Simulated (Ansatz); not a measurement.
Start from `C=CCI` and change one element to get `C=CCCl`.

Ansatz, PBE0-D4/def2-TZVP geometries, multiplicity 1. Each molecule was computed in one conformer, which needn't be the lowest.

Elements past krypton have def2 core potentials.

```tsv
property	`C=CCI`
HOMO–LUMO gap (PBE/def2-TZVPP) / eV	3.92
LUMO energy (B3LYP/def2-TZVPP) / eV	-1.49
LUMO energy (ωB97M-V/def2-TZVPP) / eV	0.71
size of the dipole moment (PBE/def2-TZVPP) / D	1.74
size of the dipole moment (B3LYP/def2-TZVPP) / D	1.78
HOMO–LUMO gap (B3LYP/def2-TZVPP) / eV	5.49
```

(1) What does the change do to each property? (Best estimate.)

Answers

(1) The calculation gave: 
| property | `C=CCCl` | shift |
| --- | --- | --- |
| HOMO–LUMO gap (PBE/def2-TZVPP) / eV | 5.28 | 1.36 |
| LUMO energy (B3LYP/def2-TZVPP) / eV | -0.66 | 0.83 |
| LUMO energy (ωB97M-V/def2-TZVPP) / eV | 1.72 | 1.01 |
| size of the dipole moment (PBE/def2-TZVPP) / D | 1.83 | 0.09 |
| size of the dipole moment (B3LYP/def2-TZVPP) / D | 1.91 | 0.13 |
| HOMO–LUMO gap (B3LYP/def2-TZVPP) / eV | 7.02 | 1.53 |

With PBE0 the HOMO falls by 0.70 eV and the LUMO rises by 0.84 eV, so the gap widens by about 1.54 eV. PBE moves the HOMO by -0.65 eV and ωB97M-V by -0.78 eV. Dipoles are sizes alone; their direction can turn.

B3LYP here is the variant with VWN-RPA as its local correlation; programs differ in this.

Spin–orbit coupling is left out; it splits and shifts lone-pair levels of the heavy atoms by tenths of an eV.
